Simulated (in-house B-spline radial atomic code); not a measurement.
# Two electrons outside the bare core: the molybdenum ion Mo⁴⁰⁺

Computed with an all-electron radial atomic-structure program (B-spline basis): configuration interaction (CI) of the two electrons, alone and with Breit and QED terms (there is no core, so MBPT adds nothing); no-pair Dirac Hamiltonian, finite nucleus. Labels give the configuration (outer n counted up each series) and the leading LS term, or the jj pair where no LS term holds 70 %.

Excitation energies (eV):

```json
{"level": "1s2 1S0", "purity of the LS term": "1.0", "CI alone": "0", "CI + MBPT + Breit + QED": "0"}
{"level": "1s2s 3S1", "purity of the LS term": "1.0", "CI alone": "17892", "CI + MBPT + Breit + QED": "17848"}
{"level": "1s2p 3P°0", "purity of the LS term": "1.0", "CI alone": "17940", "CI + MBPT + Breit + QED": "17904"}
{"level": "1s2p 3P°1", "purity of the LS term": "0.752", "CI alone": "17950", "CI + MBPT + Breit + QED": "17905"}
{"level": "1s2s 1S0", "purity of the LS term": "1.0", "CI alone": "17945", "CI + MBPT + Breit + QED": "17907"}
{"level": "1s2p 3P°2", "purity of the LS term": "1.0", "CI alone": "18079", "CI + MBPT + Breit + QED": "18034"}
{"level": "1s2p 1P°1", "purity of the LS term": "0.752", "CI alone": "18105", "CI + MBPT + Breit + QED": "18061"}
{"level": "1s3s 3S1", "purity of the LS term": "1.0", "CI alone": "21233", "CI + MBPT + Breit + QED": "21187"}
{"level": "1s3p 3P°0", "purity of the LS term": "1.0", "CI alone": "21246", "CI + MBPT + Breit + QED": "21202"}
{"level": "1s3p 3P°1", "purity of the LS term": "0.746", "CI alone": "21249", "CI + MBPT + Breit + QED": "21203"}
{"level": "1s3s 1S0", "purity of the LS term": "1.0", "CI alone": "?", "CI + MBPT + Breit + QED": "?"}
{"level": "1s3p 3P°2", "purity of the LS term": "1.0", "CI alone": "21287", "CI + MBPT + Breit + QED": "21241"}
{"level": "1s3d (1/2,3/2)2", "purity of the LS term": "0.611 (3D)", "CI alone": "21295", "CI + MBPT + Breit + QED": "21248"}
{"level": "1s3d 3D1", "purity of the LS term": "1.0", "CI alone": "21294", "CI + MBPT + Breit + QED": "21248"}
{"level": "1s3p 1P°1", "purity of the LS term": "0.746", "CI alone": "21294", "CI + MBPT + Breit + QED": "21249"}
{"level": "1s3d 3D3", "purity of the LS term": "1.0", "CI alone": "21307", "CI + MBPT + Breit + QED": "21261"}
{"level": "1s3d (1/2,5/2)2", "purity of the LS term": "0.611 (1D)", "CI alone": "21308", "CI + MBPT + Breit + QED": "21261"}
{"level": "1s4s 3S1", "purity of the LS term": "1.0", "CI alone": "22390", "CI + MBPT + Breit + QED": "22344"}
{"level": "1s4p 3P°0", "purity of the LS term": "1.0", "CI alone": "22395", "CI + MBPT + Breit + QED": "22350"}
{"level": "1s4s 1S0", "purity of the LS term": "1.0", "CI alone": "?", "CI + MBPT + Breit + QED": "?"}
{"level": "1s4p 3P°1", "purity of the LS term": "0.743", "CI alone": "22396", "CI + MBPT + Breit + QED": "22350"}
{"level": "1s4p 3P°2", "purity of the LS term": "1.0", "CI alone": "22413", "CI + MBPT + Breit + QED": "22366"}
{"level": "1s4d (1/2,3/2)2", "purity of the LS term": "0.615 (3D)", "CI alone": "22416", "CI + MBPT + Breit + QED": "22369"}
{"level": "1s4d 3D1", "purity of the LS term": "1.0", "CI alone": "22415", "CI + MBPT + Breit + QED": "22369"}
{"level": "1s4p 1P°1", "purity of the LS term": "0.743", "CI alone": "22415", "CI + MBPT + Breit + QED": "22369"}
{"level": "1s4d 3D3", "purity of the LS term": "1.0", "CI alone": "22421", "CI + MBPT + Breit + QED": "22374"}
{"level": "1s4f (1/2,5/2)°3", "purity of the LS term": "0.569 (3F)", "CI alone": "22421", "CI + MBPT + Breit + QED": "22374"}
{"level": "1s4f 3F°2", "purity of the LS term": "1.0", "CI alone": "22421", "CI + MBPT + Breit + QED": "22375"}
{"level": "1s4d (1/2,5/2)2", "purity of the LS term": "0.615 (1D)", "CI alone": "22421", "CI + MBPT + Breit + QED": "22375"}
{"level": "1s4f 3F°4", "purity of the LS term": "1.0", "CI alone": "22424", "CI + MBPT + Breit + QED": "22377"}
```

(1) Where does 1s3s 1S0 lie?

(2) Where does 1s4s 1S0 lie?

(3) What is the first ionisation energy?

Some electric-dipole lines (reduced elements in atomic units, length form; vacuum wavelengths from the computed energies):

```csv
upper,lower,D bare (size),D with core polarisation (size),λ (nm),A (s⁻¹)
1s2p 3P°0,1s2s 3S1,0.07,0.07,22.341,8.9e+08
1s2p 3P°1,1s2s 3S1,0.105,0.105,21.888,7.1e+08
1s2p 3P°2,1s2s 3S1,0.16,0.16,6.6896,3.5e+10
1s2p 1P°1,1s2s 3S1,0.062,0.062,5.836,1.3e+10
```

Weak lines are less accurate than strong ones.

Answers

(1) 21247 eV in CI alone and 21203 eV with all corrections.

(2) 22395 eV in CI alone and 22350 eV with all corrections.

(3) 23809 eV to the 1s1/2 state of the next ion (23855 eV from CI alone). NIST lists 23810.653 ± 0.009 eV (tabulated theory).
